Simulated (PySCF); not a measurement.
## Spinor energies of Mo (molybdenum, neutral)

Start: [Kr] 4d4 5s2; 4d5/2 filled at m_j = -1/2, +1/2, +3/2, +5/2. Calculated with PySCF 2.14 in x2c-TZVPall-2c with one added diffuse shell each of s, p, d type (9s10p8d1f, 86 functions): generalised Hartree-Fock with the X2C-1e Hamiltonian and a Gaussian nucleus; one run each with spin-orbit coupling (SO) switched off, then screened by Boettger's factors. This is a chosen level, not necessarily the ground level.

```csv
spinor shell,electrons,"ε, spin-free (eV)","ε, screened SO (eV)",weight of nominal j (screened SO),"rms radius, screened SO (bohr)"
1s1/2,2,-20110.8,-20109.7,1.000,0.0404
2s1/2,2,-2918.8,-2918.5,1.000,0.166
2p1/2,2,-2603.2,-2676.7,1.000,0.145
2p3/2,4,-2603.2,-2568.7,1.000,0.149
3s1/2,2,-532.11,-532.07,1.000,0.456
3p1/2,2,-425.79,-438.41,1.000,0.455
3p3/2,4,-425.79,-419.89,1.000,0.465
3d3/2,4,-252.88,-254.94,0.977,0.452
3d5/2,6,-252.88,-251.48,0.985,0.455
4s1/2,2,-82.635,-82.643,1.000,1.18
4p1/2,2,-51.045,-54.731,0.689,1.32
4p3/2,4,-51.045,-49.284,0.844,1.33
4d5/2,4,-12.218,-12.200,0.673,1.95
5s1/2,2,-6.431,-6.434,0.993,3.97
```

```csv
quantity,spin-free,screened SO
E (hartree),-4045.87127,-4046.34399
M_J,4,4
⟨J²⟩,20.120,20.120
⟨L²⟩,6.089,6.125
⟨S²⟩,6.031,6.022
```

Each row is a mean over spinors that exchange with the open shell spreads, by up to 8.208 eV (4p3/2).

Rows whose weight is well below 1 are mixtures of j = l ± 1/2: exchange outweighs spin-orbit coupling there, and the label is only the starting occupation.

⟨J²⟩ departs a little from M_J(M_J + 1) because the unrestricted spinors polarise the closed shells.

Breit and QED terms are absent; they matter most for the inner s and p1/2 levels.

Densities and radii are taken from the X2C orbitals without a picture-change correction, which distorts them close to the nucleus.

Without spin-orbit coupling the j labels of p, d and f shells carry no meaning; the spin-free column gives the mean over the occupied spinors of each nl shell.
